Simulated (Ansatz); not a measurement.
A basis-limit estimate, worked out

An elementary step of Si4NH13, closed shell (Si₄H₁₀ ([SiH3][SiH]([SiH3])[SiH3]) + NH₃ → Si₃NH₉ ([NH2][SiH]([SiH3])[SiH3]) + SiH₄; bonds formed: Si1–N7, Si2–H6; bonds broken: Si1–Si2, H6–N7). “Start” is the structure reached by relaxing down from the saddle towards the reactants; PBE0-D4/def2-TZVP structures. The saddle:

Si1  (-0.138, 1.253, -0.056)
Si2  (0.489, -2.001, 0.238)
Si3  (-0.267, 0.462, -2.245)
Si4  (-1.637, 0.370, 1.487)
H5  (-0.103, 2.755, -0.016)
H6  (1.517, -0.114, 0.567)
N7  (1.603, 0.984, 0.584)
H8  (1.715, -2.818, -0.090)
H9  (-0.499, -2.480, -0.787)
H10  (-0.009, -2.640, 1.506)
H11  (-0.583, 1.603, -3.154)
H12  (1.043, -0.099, -2.671)
H13  (-1.342, -0.549, -2.350)
H14  (-0.925, 0.118, 2.768)
H15  (-2.710, 1.374, 1.763)
H16  (-2.260, -0.867, 0.962)
H17  (2.342, 1.317, -0.029)
H18  (1.765, 1.335, 1.525)
(Å)

Computed with Ansatz 0.2.0 (basis: def2-TZVPP and def2-QZVPP); correlated methods freeze the cores.

Energies in eV:

| quantity | saddle | start |
| --- | --- | --- |
| Hartree–Fock, triple zeta (X = 3) | -33135.79474 | -33138.11052 |
| Hartree–Fock, quadruple zeta (X = 4) | -33136.84372 | -33139.15146 |
| MP2 correlation, X = 3 | -21.08193 | -20.57673 |
| MP2 correlation, X = 4 | -22.55837 | -22.04440 |
| CCSD(T) correlation, X = 3 | -24.59455 | -24.09893 |

Problem. Work out the barrier at the basis limit: extrapolate Hartree–Fock as E(X) = E∞ + A exp(−7.88 √X) and the MP2 correlation as E(X) = E∞ + B X^−2.97 (the exponents that Neese and Valeev fitted for def2-TZVPP and QZVPP), then add CCSD(T) − MP2 in triple zeta.

Solution. Each step is linear, so take the differences first (saddle − start): Hartree–Fock 2.31578 (X = 3) and 2.30774 (X = 4); MP2 correlation -0.50520 and -0.51397; CCSD(T) correlation -0.49562.
Two points give E∞ = E(4) + w [E(4) − E(3)], with w = 1/(exp(7.88 (2 − √3)) − 1) = 0.1377 for Hartree–Fock and w = 1/((4/3)^2.97 − 1) = 0.7407 for the correlation.
Hartree–Fock: 2.30774 + 0.1377 × (-0.00804) = 2.3066 eV.
MP2 correlation: -0.51397 + 0.7407 × (-0.00877) = -0.5205 eV.
CCSD(T) − MP2: -0.49562 − (-0.50520) = 0.0096 eV.
Sum: 2.3066 + (-0.5205) + 0.0096 = 1.7957 eV, or 41.41 kcal/mol. Plain CCSD(T) in triple zeta gives 1.8202 eV, so the larger basis shifts the result by -0.0245 eV.

No T1 diagnostic of these runs exceeds 0.015.

Labels in which every atom is bracketed show which atoms are joined, not bond orders.

For scale, one of the runs: CCSD(T)/def2-TZVPP, 381 basis functions, launched by `ansatz run in.yaml --threads 2 --pin off --events-out ev --progress --plain --max-ram 20480MiB --backend cuda --devices 0, --max-vram 18GiB`. The run took 10 s on 2 CPU threads of an AMD EPYC 7R13 and a share of one NVIDIA H100 (shared host), with 0.86 GiB of host memory at its peak.
